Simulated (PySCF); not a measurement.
# Löwdin shares of the frontier orbitals

Compound: ZrBrCl3 (singlet state).
Geometry (PBE0-D3(BJ)/def2-SVP, Å), atoms numbered from 1 in this order:
```xyz
5
BrCl3Zr angstrom
Zr    -0.007    0.008   -0.010
Br    -0.060   -0.079    2.464
Cl     2.190    0.012   -0.740
Cl    -1.065    1.913   -0.810
Cl    -1.057   -1.854   -0.904
```

Theory: TDDFT CAM-B3LYP/def2-SVPD, vertical, gas phase, core orbitals frozen in the response, def2 core potentials past Kr in PySCF. Spin–orbit coupling is left out.

Kohn–Sham orbitals with the atoms that hold most of them (Löwdin shares over 4%, at most four atoms):

| orbital | ε (eV) | atoms |
| --- | --- | --- |
| HOMO-3 | -11.54 | Cl5 30%, Cl4 25%, Cl3 24%, Br2 10% |
| HOMO-2 | -11.11 | Cl4 33%, Cl5 33%, Cl3 32% |
| HOMO-1 | -10.59 | Br2 74%, Cl4 13%, Cl5 8%, Zr1 4% |
| HOMO | -10.58 | Br2 74%, Cl3 14%, Cl5 7%, Zr1 4% |
| LUMO | -1.81 | Zr1 70%, Br2 8%, Cl5 8%, Cl4 7% |
| LUMO+1 | -1.81 | Zr1 70%, Br2 8%, Cl3 8%, Cl4 7% |
| LUMO+2 | -1.12 | Zr1 63%, Br2 12%, Cl4 9%, Cl5 8% |

Within 0.005 eV of a neighbour in this list lie LUMO/LUMO+1 (point group found: C3v); within a degenerate set the shares of single atoms can hang on how the components are chosen.

Q: The HOMO–LUMO gap is 8.77 eV. Where does the response calculation put the lowest singlet, and from which orbitals?

A: S1 is at 5.27 eV (f = 0.0000), 3.50 eV below the gap, made of HOMO-1/HOMO→LUMO/LUMO+1 (≥88%). Without the coupling terms of the response equations the lowest excitation would equal the gap.

For S1 the Löwdin share of zirconium is 4% in HOMO and 70% in LUMO (ligand-to-metal charge transfer by this measure).

Next come S2 at 5.36 eV (f 0.0052), HOMO-1/HOMO→LUMO/LUMO+1 (≥81%); S3 at 5.36 eV (f 0.0052), HOMO-1/HOMO→LUMO/LUMO+1 (≥80%); S4 at 5.73 eV (f 0.076), HOMO-1/HOMO→LUMO/LUMO+1 (≥77%); S5 at 5.82 eV (f 0.0095), HOMO-2→LUMO/LUMO+1 (≥82%).

Orbitals of the list HOMO-3 to LUMO+2 that lie within 0.01 eV of each other are written together with a slash and their weights summed (≥ marks a lower bound); for degenerate orbitals outside that list single weights are arbitrary.
